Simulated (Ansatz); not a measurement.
C$_{4}$H$_{12}$N$_{2}$O$_{2}$W (`C[N]=[W](=[N]C)([O]C)[O]C`), 21 atoms. Charge 0, multiplicity 1. Correlated methods include outer-core shells of W, which these sets cover unevenly. W takes the def2 core potential. Hardware: A = 4 threads of an AMD EPYC 7R13 on a shared host and a share of an NVIDIA H100 80 GB; B = 4 threads of an AMD EPYC 7R13 on a shared host. Correlated methods freeze the cores.

Question: Give the basis size and wall time and peak host memory of each of these runs in Ansatz. RKS PBE0-D4/def2-SVP energy [B]; RHF-CCSD(T)/def2-SVP energy [A]; RHF-MP2/def2-QZVPP energy [A]; RKS PBE-QIDH (frozen core)/def2-TZVPP energy [A]; RKS PBE-D4/def2-TZVPP energy and forces [A]; RKS PBE0-D4/def2-TZVP relaxation (30 steps) [A]; RKS ωB97M-V/def2-QZVPP energy [A]; RHF-CCSD(T)/def2-TZVPP energy [A]; RKS ωB97M-V/def2-TZVPP energy and forces [A]; RKS ωB97M-V/def2-SVP energy [B]; RKS PBE0-D4/def2-QZVPP energy [A]; direct RPA on PBE orbitals/def2-TZVPP energy [A]. (Estimate.)

Answer: Computed: Other jobs shared the machine, so times are rough.

```
                                level                        job  functions  wall time  peak host memory (GiB)
                RKS PBE-D4/def2-TZVPP      energy and forces [A]        472      5.5 s                     1.4
                 RKS PBE0-D4/def2-SVP                 energy [B]        204      5.5 s                     1.4
direct RPA on PBE orbitals/def2-TZVPP                 energy [A]        472      6.5 s                     2.4
               RKS PBE0-D4/def2-QZVPP                 energy [A]        897        7 s                     1.4
RKS PBE-QIDH (frozen core)/def2-TZVPP                 energy [A]        472        8 s                     2.3
                 RHF-CCSD(T)/def2-SVP                 energy [A]        204        9 s                     1.4
               RKS ωB97M-V/def2-QZVPP                 energy [A]        897       12 s                     1.6
                   RHF-MP2/def2-QZVPP                 energy [A]        897       13 s                     1.6
               RKS ωB97M-V/def2-TZVPP      energy and forces [A]        472       13 s                     1.4
                 RKS ωB97M-V/def2-SVP                 energy [B]        204       17 s                     1.4
               RHF-CCSD(T)/def2-TZVPP                 energy [A]        472       78 s                     1.4
                RKS PBE0-D4/def2-TZVP  relaxation (30 steps) [A]        360    2.4 min                     1.4
```
